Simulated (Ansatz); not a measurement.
C4H9F2In, SMILES `CC(C)[CH2][In]([F])[F]`, charge 0, multiplicity 1.

(1) Give a relaxed structure at PBE0-D4/def2-TZVP (Ansatz). (Estimate.)

Answers

(1) Ansatz gave: 
Z-matrix (Å, degrees):
```
C
C 1 1.521
H 1 1.092 2 111.1
H 1 1.097 2 110.7 3 118.8
H 1 1.093 2 111.6 3 -120.4
C 2 1.521 1 111.0 3 -59.9
C 2 1.522 1 111.7 3 174.6
H 2 1.099 1 107.9 3 58.1
H 6 1.093 2 111.6 1 -179.6
H 6 1.097 2 110.8 1 -58.8
H 6 1.092 2 111.1 1 60.0
In 7 2.142 2 112.2 1 62.3
H 7 1.093 2 112.3 1 -178.3
H 7 1.093 2 112.3 1 -57.0
F 12 1.953 7 125.1 2 0.7
F 12 1.945 7 128.8 2 -179.1
```
Point group Cs.
This is one stationary point; other conformers may exist.
